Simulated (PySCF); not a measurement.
Radial density of V- (vanadium, charge -1)

M06-2X, [Ar] 3d4 4s2, high-spin 5D determinant. All numbers are calculated (PySCF 2.14, scalar relativity by spin-free X2C-1e, in aug-cc-pwCVTZ-DK).

```json
{"r (bohr)": "0.00118", "4πr²ρ (e/bohr)": "0.1898", "4πr²(ρα − ρβ)": "0.0000"}
{"r (bohr)": "0.00199", "4πr²ρ (e/bohr)": "0.4837", "4πr²(ρα − ρβ)": "0.0000"}
{"r (bohr)": "0.00335", "4πr²ρ (e/bohr)": "1.207", "4πr²(ρα − ρβ)": "0.0000"}
{"r (bohr)": "0.00563", "4πr²ρ (e/bohr)": "2.904", "4πr²(ρα − ρβ)": "0.0001"}
{"r (bohr)": "0.00947", "4πr²ρ (e/bohr)": "6.568", "4πr²(ρα − ρβ)": "0.0002"}
{"r (bohr)": "0.0159", "4πr²ρ (e/bohr)": "13.31", "4πr²(ρα − ρβ)": "0.0001"}
{"r (bohr)": "0.0268", "4πr²ρ (e/bohr)": "22.32", "4πr²(ρα − ρβ)": "-0.0004"}
{"r (bohr)": "0.0450", "4πr²ρ (e/bohr)": "27.47", "4πr²(ρα − ρβ)": "-0.0023"}
{"r (bohr)": "0.0758", "4πr²ρ (e/bohr)": "23.02", "4πr²(ρα − ρβ)": "-0.0065"}
{"r (bohr)": "0.127", "4πr²ρ (e/bohr)": "22.11", "4πr²(ρα − ρβ)": "-0.0017"}
{"r (bohr)": "0.214", "4πr²ρ (e/bohr)": "29.77", "4πr²(ρα − ρβ)": "0.1092"}
{"r (bohr)": "0.361", "4πr²ρ (e/bohr)": "16.74", "4πr²(ρα − ρβ)": "0.6630"}
{"r (bohr)": "0.607", "4πr²ρ (e/bohr)": "9.714", "4πr²(ρα − ρβ)": "1.8529"}
{"r (bohr)": "1.02", "4πr²ρ (e/bohr)": "10.45", "4πr²(ρα − ρβ)": "2.3104"}
{"r (bohr)": "1.72", "4πr²ρ (e/bohr)": "3.073", "4πr²(ρα − ρβ)": "1.4389"}
{"r (bohr)": "2.89", "4πr²ρ (e/bohr)": "0.8972", "4πr²(ρα − ρβ)": "0.4569"}
{"r (bohr)": "4.85", "4πr²ρ (e/bohr)": "0.3659", "4πr²(ρα − ρβ)": "0.0477"}
{"r (bohr)": "8.17", "4πr²ρ (e/bohr)": "0.08891", "4πr²(ρα − ρβ)": "-0.0053"}
{"r (bohr)": "13.7", "4πr²ρ (e/bohr)": "0.008327", "4πr²(ρα − ρβ)": "-0.0026"}
```

Densities and radii are taken from the X2C orbitals without a picture-change correction, which distorts them close to the nucleus.

At M06-2X the highest occupied level has a positive energy, so only the finite basis holds that electron; in a semilocal or global hybrid functional this comes from self-interaction and does not mean that the real anion is unbound.

(1) Where is the radial spin density 4πr²(ρα − ρβ) most negative, and why is it negative at all?

## Answers

(1) Around r = 0.0758 bohr, down to -0.0065 e/bohr: exchange with the open shell polarises the paired shells in an unrestricted calculation.
